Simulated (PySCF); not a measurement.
**Correlation energy of Si (silicon, neutral)**

[Ne] 3s2 3p1 3d1, one real determinant (an excited configuration). Calculation: PySCF 2.14, in x2c-TZVPPall with one added diffuse shell each of s, p, d type (6s6p4d1f, 51 functions); scalar relativity by spin-free X2C-1e. Frozen: 1s2; 12 electrons correlated.

| level | correlation energy (mhartree) |
| --- | --- |
| CCSD | -241.73 |
| (T) | -24.75 |
| CCSD(T) | -266.48 |

Diagnostics: T1 = 0.042, D1 = 0.2015, largest double amplitude 0.519.

The real determinant used has ⟨L²⟩ near 8 against 12 for a pure F term, so it mixes terms. The outer electron is Rydberg-like, and this basis confines it to a smaller radius and binds it less than a complete one would. T1 exceeds 0.03, a sign that the reference determinant is poor. A double-excitation amplitude exceeds 0.15, a sign of near-degeneracy.

Cost of the coupled-cluster step: roughly 13 core-seconds, for 12 correlated electrons.

The reference is one real determinant that mixes LS terms of this configuration.

This basis was not built for core-valence correlation, so the inner-shell part is incomplete.
